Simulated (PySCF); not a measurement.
Energy of Ru²⁺ (ruthenium, charge +2) between two integer charges

The 4d beta orbital of [Kr] 4d6 is emptied in steps (occupation f), with all orbitals relaxed, ending at [Kr] 4d5. Computed with PySCF 2.14 in x2c-TZVPall, with the spin-free X2C one-electron Hamiltonian (Gaussian nucleus). The exact energy is a straight line in f; departures are measured from the line between the end points of the same method.

```tsv
f	PBE0 (eV)	r2SCAN (eV)	LC-wPBE (eV)
1	0.000	0.000	0.000
0.8	-0.673	-0.880	-0.207
0.6	-1.012	-1.314	-0.312
0.4	-1.014	-1.304	-0.313
0.2	-0.676	-0.860	-0.209
0	0.000	0.000	0.000
```

| method | E(f=0) − E(f=1) (eV) | −ε at f=1 (eV) | −ε at f=0.4 (eV) |
| --- | --- | --- | --- |
| PBE0 | 28.427 | 24.231 | 29.267 |
| r2SCAN | 28.221 | 22.704 | 29.365 |
| LC-wPBE | 28.456 | 27.172 | 28.712 |

Orbital energy along the path (eV):

```csv
f,PBE0,r2SCAN,LC-wPBE
1,-24.231,-22.704,-27.172
0.8,-25.893,-24.938,-27.675
0.6,-27.574,-27.167,-28.190
0.4,-29.267,-29.365,-28.712
0.2,-30.963,-31.505,-29.237
0,-32.643,-33.476,-29.759
```

Reference removal energy between the ground levels: 28.47 eV (semi-empirical (NIST evaluation); NIST Atomic Spectra Database, ionization energies). The calculation has no spin-orbit coupling. The determinant left behind need not be the lowest term of the ion.
